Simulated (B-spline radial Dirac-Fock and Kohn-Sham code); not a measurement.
Pm: scattering cross sections and density moments

System: the Pm atom in the configuration [Xe] 4f5 5d1 6s1 (an excited configuration).

The run's input, task.json:

```json
{"items": [{
  "Z": 61,
  "q": 0,
  "cfg": [[1, 0, 2], [2, 0, 2], [2, 1, 6], [3, 0, 2], [3, 1, 6], [3, 2, 10], [4, 0, 2], [4, 1, 6], [4, 2, 10], [4, 3, 5], [5, 0, 2], [5, 1, 6], [5, 2, 1], [6, 0, 1]],
  "A": 145,
  "rrms": 4.962,
  "do": ["scatter"],
  "s": [0.0, 0.05, 0.1, 0.15, 0.2, 0.25, 0.3, 0.35, 0.4, 0.45, 0.5, 0.6, 0.7, 0.8, 0.9, 1.0, 1.1, 1.2, 1.4, 1.6, 1.8, 2.0, 2.5, 3.0, 3.5, 4.0, 5.0, 6.0],
  "pz": [0, 0.1, 0.2, 0.3, 0.4, 0.5, 0.6, 0.8, 1.0, 1.2, 1.4, 1.6, 1.8, 2.0, 2.5, 3.0, 4.0, 5.0, 7.0, 10.0, 15.0, 20.0, 30.0, 40.0, 60.0, 100.0],
  "hv_scatter": [1000, 2000, 8047.8, 10000, 17479.3, 20000, 100000, 200000]
}]}
```

Launch: `python xray_run.py task.json out`

Method: relativistic Hartree-Fock (Dirac-Fock) wave functions, averaged over the configuration. Computed with a B-spline atomic structure program.

* Sum of ⟨r⟩: 43.93 bohr
* Sum of ⟨r²⟩: 86.91 bohr²
* Sum of ⟨1/r⟩: 402.13 per bohr
* Langevin diamagnetic susceptibility: -68.8 × 10⁻⁶ cm³/mol
* Lamb shielding (α²/3)Σ⟨1/r⟩: 7138 ppm

Coherent scattering is the Thomson cross section weighted by f₀², without anomalous dispersion; incoherent scattering is Klein-Nishina weighted by S. The Lamb formula is the non-relativistic shielding expression. Electron correlation is left out.

```csv
hν (keV),coherent (b),incoherent (b),incoherent per electron (b)
1,2339,1.365,0.0224
2,2093,3.249,0.0533
8.0478,996.8,11.96,0.196
10,815.6,13.82,0.226
17.4793,446.6,19.02,0.312
20,381.0,20.25,0.332
100,32.69,26.40,0.433
200,9.461,23.42,0.384
```

Incoherent scattering overtakes coherent scattering between 100 and 200 keV.
